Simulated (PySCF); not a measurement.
boron oxyfluoride (BFO), singlet, geometry from GFN2-xTB; PBE/def2-SVP (PySCF).

The PySCF input:
```python
from pyscf import gto, scf, dft

mol = gto.Mole()
mol.atom = '''
    F    -0.000000   -0.000000   -1.189254
    B     0.000000    0.000000    0.092502
    O     0.000000    0.000000    1.280097
'''
mol.basis = 'def2-svp'
mol.charge = 0
mol.spin = 0
mol.verbose = 5
mol.build()

mf = dft.RKS(mol)
mf.xc = 'pbe'
mf.kernel()
mf.analyze()
```

What the program printed (banner, timings and long lists left out):

```
PySCF version 2.14.0

[INPUT] verbose = 5
[INPUT] max_memory = 4000
[INPUT] num. atoms = 3
[INPUT] num. electrons = 22
[INPUT] charge = 0
[INPUT] spin (= nelec alpha-beta = 2S) = 0
[INPUT] symmetry False subgroup None
[INPUT] Mole.unit = angstrom
[INPUT] Symbol           X                Y                Z      unit          X                Y                Z       unit  Magmom
[...]
[INPUT] ---------------- BASIS SET ----------------
[INPUT] l, kappa, [nprim/nctr], expnt,             c_1 c_2 ...
[INPUT] O
[...]
                                340.87010191      -0.03989003923
                                77.363135167      -0.17853911985
                                21.47964494       -0.46427684959
                                6.6589433124      -0.44309745172
[...]
                                3.863550544       0.23094120765
                                1.0480920883      0.51375311064
[...]
[INPUT] F
[...]
                                435.4193912       -0.039904258866
                                98.843328866      -0.17912768038
                                27.485198001      -0.46758090825
                                8.5405498171      -0.4465313102
[...]
                                4.9872339257      -0.23754317067
                                1.3491613954      -0.51287353587
[...]
[INPUT] B
[...]
                                126.26464843      -0.041565520771
                                28.620600763      -0.18299816983
                                7.879372271       -0.46540391866
                                2.4088857172      -0.44173884791
[...]
                                1.2499157866      -0.19895775769
                                0.3387167635      -0.50850202618
[...]
nuclear repulsion = 51.8313524948743
number of shells = 18
number of NR pGTOs = 72
number of NR cGTOs = 42
basis = def2-svp
ecp = {}

******** <class 'pyscf.dft.rks.RKS'> ********
method = RKS
initial guess = minao
damping factor = 0
level_shift factor = 0
DIIS = <class 'pyscf.scf.diis.CDIIS'>
diis_start_cycle = 1
diis_space = 8
diis_damp = 0
SCF conv_tol = 1e-09
SCF conv_tol_grad = None
SCF max_cycles = 50
direct_scf = True
direct_scf_tol = 1e-13
XC library pyscf.dft.libxc version 7.1.2
    S. Lehtola, C. Steigemann, M. J. T. Oliveira, and M. A. L. Marques,  SoftwareX 7, 1–5 (2018)
XC functionals = pbe
    J. P. Perdew, K. Burke, and M. Ernzerhof,  Phys. Rev. Lett. 77, 3865 (1996)
[...]
converged SCF energy = -199.639259066936
Total Energy =                        -199.639259066936120
[...]
2 O 2px          0.00591  -0.00000  -0.00000  -0.00000  -0.00004
2 O 2py          0.00151  -0.00000  -0.00000   0.00000   0.00190
2 O 2pz         -0.00000   0.00000   0.00000  -0.01081   0.00000
2 O 3px         -0.08545  -0.00000   0.00000   0.00000   0.00088
2 O 3py         -0.02186  -0.00000  -0.00000  -0.00000  -0.04559
2 O 3pz          0.00000  -0.00000  -0.00000  -0.17921   0.00000
2 O 3dxy         0.00000   0.00000   0.10963   0.00000  -0.00000
2 O 3dyz         0.19730   0.00000  -0.00000   0.00000   0.51322
2 O 3dz^2       -0.00000   0.00000   0.00000   0.84726  -0.00000
2 O 3dxz         0.77132   0.00000  -0.00000  -0.00000  -0.00995
2 O 3dx2-y2     -0.00000   0.10963  -0.00000  -0.00000  -0.00000
               #41       #42
0 F 1s           0.00000   0.00014
0 F 2s          -0.00000  -0.00329
0 F 3s          -0.00000  -0.23997
0 F 2px          0.00608   0.00000
0 F 2py          0.00012  -0.00000
0 F 2pz          0.00000   0.00012
0 F 3px          0.07865   0.00000
0 F 3py          0.00153   0.00000
0 F 3pz         -0.00000  -0.18762
0 F 3dxy        -0.00000   0.00000
0 F 3dyz         0.01480   0.00000
0 F 3dz^2       -0.00000  -0.83624
0 F 3dxz         0.76304  -0.00000
0 F 3dx2-y2     -0.00000   0.00000
1 B 1s           0.00000   0.00140
1 B 2s          -0.00000   0.01879
1 B 3s           0.00000  -0.14851
1 B 2px          0.00089  -0.00000
1 B 2py          0.00002   0.00000
1 B 2pz          0.00000   0.00202
1 B 3px         -0.00133  -0.00000
1 B 3py         -0.00003   0.00000
1 B 3pz          0.00000   0.08998
1 B 3dxy         0.00000  -0.00000
1 B 3dyz         0.00740   0.00000
1 B 3dz^2       -0.00000   0.38853
1 B 3dxz         0.38170  -0.00000
1 B 3dx2-y2     -0.00000  -0.00000
2 O 1s           0.00000  -0.00099
2 O 2s           0.00000  -0.00319
2 O 3s           0.00000  -0.03128
2 O 2px          0.00190   0.00000
2 O 2py          0.00004   0.00000
2 O 2pz         -0.00000  -0.00365
2 O 3px         -0.04559   0.00000
2 O 3py         -0.00088  -0.00000
2 O 3pz         -0.00000   0.00686
2 O 3dxy        -0.00000  -0.00000
2 O 3dyz         0.00995   0.00000
2 O 3dz^2        0.00000  -0.15934
2 O 3dxz         0.51322  -0.00000
2 O 3dx2-y2     -0.00000   0.00000
 ** Mulliken pop on meta-lowdin orthogonal AOs  **
 ** Mulliken pop  **
 ** Mulliken atomic charges  **
charge of    0F =     -0.17482
charge of    1B =      0.53293
charge of    2O =     -0.35811
Dipole moment(X, Y, Z, Debye):  0.00000,  0.00000, -1.81816
```
